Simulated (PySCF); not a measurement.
O2S2, SMILES O=[S][S]=O (connectivity only; charge and spin as stated), neutral, multiplicity 1. Atoms are numbered in the order given.

```xyz
4

O      0.0000    -1.5554    -0.9221
S      0.0000    -1.0132     0.4610
S      0.0000     1.0132     0.4610
O      0.0000     1.5554    -0.9221
```
Charge 0, spin multiplicity 1.

Geometry: PBE0-D3(BJ)/def2-SVP. Other conformers were not sampled.

These are PBE/pcSseg-2 (PySCF) values and carry that method's errors.

GIAO shieldings, no solvent; atoms alike by connectivity are averaged. δ = σ(ref) − σ: ¹⁷O against H2O (σ = 327.5 ppm); ³³S against H2S (σ = 705.0 ppm), references at their B3LYP-D3(BJ)/def2-TZVP geometries, non-relativistic.

**Question.** Estimate the chemical shifts. (Estimate from the structure and the level; the computed values follow.)

**Answer.** 
```json
[
 {"nucleus": "¹⁷O", "atoms": "O1, O4", "count": "2", "δ (ppm)": "605.0"},
 {"nucleus": "³³S", "atoms": "S2, S3", "count": "2", "δ (ppm)": "1218.5"}
]
```
